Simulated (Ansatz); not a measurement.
Z-matrix (Å, degrees):
```
Si
C 1 1.854
O 1 1.648 2 110.8
O 1 1.650 2 104.3 3 121.8
Si 1 2.345 2 113.6 3 -116.8
C 2 1.331 1 122.5 3 22.8
H 2 1.089 1 118.9 3 -158.7
H 3 0.960 1 116.7 2 54.0
H 4 0.959 1 117.2 2 173.4
H 5 1.487 1 111.2 2 67.9
H 5 1.491 1 110.8 2 -171.2
H 5 1.489 1 109.9 2 -52.2
H 6 1.086 2 122.4 1 178.9
H 6 1.087 2 121.6 1 -0.9
```

Total charge 0; spin multiplicity 1.

(1) List the r2SCAN/def2-TZVPP orbital energies in eV (Ansatz 0.2.0). (Estimate.)

## Answers

(1) Ansatz gave: Occupied: -1791.66, -1790.57, -515.86, -515.84, -273.43, -272.95, -141.95, -141.09, -96.85, -96.82, -96.79, -95.95, -95.94, -95.93, -26.67, -26.19, -20.04, -15.42, -14.29, -13.49, -13.19, -12.01, -10.52, -10.03, -9.57, -9.12, -8.69, -8.64, -8.05, -7.92, -7.34, -6.68. Lowest empty: -1.57, -0.17, 0.23, 0.82, 1.05, 1.67, 1.87, 2.14.
